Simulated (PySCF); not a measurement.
Bonds broken one at a time in the series allyl-X. Gas-phase values, no solvent. One relaxed conformer stands for each flexible species; it need not be the lowest. Strings in code marks are SMILES.

The four lowest singlet excitations (Tamm–Dancoff). Level of theory: PySCF with B3LYP-D3(BJ)/def2-TZVP // PBE0-D4/def2-TZVP. B3LYP has the VWN-RPA correlation part, as in Gaussian. Excitations are Tamm–Dancoff values on a coarser integration grid. The basis has no diffuse functions, so Rydberg states are missing or too high.

| state | energy (eV) | wavelength (nm) | oscillator strength |
|---|---|---|---|
| S1 | 7.51 | 165 | 0.000 |
| S2 | 7.95 | 156 | 0.551 |
| S3 | 8.07 | 154 | 0.001 |
| S4 | 8.21 | 151 | 0.004 |

Problem. Say which member gives these states.
A. `C=CCCC` (C–C–C–C torsion 120°, C–C–C–C torsion -65°)
B. `C=CC[SiH3]` (C–C–C–Si torsion 106°)
C. `C=CCF` (C–C–C–F torsion 0°)
D. `C=CCOC` (C–C–C–O torsion -130°, C–C–O–C torsion -177°)

Solution. C, `C=CCF` (C–C–C–F torsion 0°)
